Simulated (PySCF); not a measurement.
Two probes of the same atoms: core binding energy and nuclear shielding

Species: C6H9NSi.
Geometry (PBE0-D3(BJ)/def2-SVP, Å), atoms numbered from 1 in this order:
```xyz
17
C6H9NSi angstrom
C     -1.8756    2.2903    0.9571
C     -0.9642    1.5714    0.6056
C      0.1129    0.6852    0.2019
N      1.1900    1.2080   -0.2305
Si     2.6996    0.5520   -0.7878
C     -0.1596   -0.7714    0.3390
C     -0.9927   -1.2944    1.4874
C     -1.5485   -1.3219    0.1099
H     -2.6668    2.9531    1.2573
H      3.7634    1.0441    0.1360
H      2.9455    1.0952   -2.1551
H      2.8018   -0.9465   -0.8570
H      0.6747   -1.3987    0.0159
H     -0.6604   -2.2286    1.9465
H     -1.3967   -0.5562    2.1852
H     -2.3333   -0.6020   -0.1367
H     -1.6165   -2.2759   -0.4186
```

Binding energies: PySCF 2.14.0, delta-SCF UKS SCAN, pcX-2 on the ionised atom, pcseg-1 elsewhere, spin-free X2C. Shieldings: GIAO CAM-B3LYP/pcSseg-1, non-relativistic, same geometry.

```
atom  isotropic shielding (ppm)
  C1                      100.8
  C2                       99.8
  C3                        4.1
  C6                      161.1
  C7                      173.8
```

Problem. What are the C 1s binding energies of these atoms?

Solution. 
```csv
atom,environment,C 1s (eV),isotropic shielding (ppm)
C1,terminal alkyne carbon,290.49,100.8
C2,alkyne carbon,290.82,99.8
C7,three-membered-ring carbon,290.88,173.8
C6,three-membered-ring carbon,290.95,161.1
C3,C=N carbon,292.55,4.1
```

Problem. Among the listed atoms, is the one with the highest binding energy also the least shielded?

Solution. Yes: C3 has both (292.55 eV, 4.1 ppm).

By binding energy: C1 < C2 < C7 < C6 < C3. By shielding: C3 < C2 < C1 < C6 < C7.

Of atoms equivalent by bonding only the ionised one is listed; its partners' own values can differ in this conformer. The unrestricted hole states depart most from a pure doublet (⟨S²⟩ = 0.75; over 0.85 named) for C 1s of C1 (0.86), C 1s of C2 (0.89) and C 1s of C3 (0.89), which makes these values less certain. The structure is a single PBE0-D3(BJ)/def2-SVP conformer in the gas phase; no vibrational or solvent corrections.
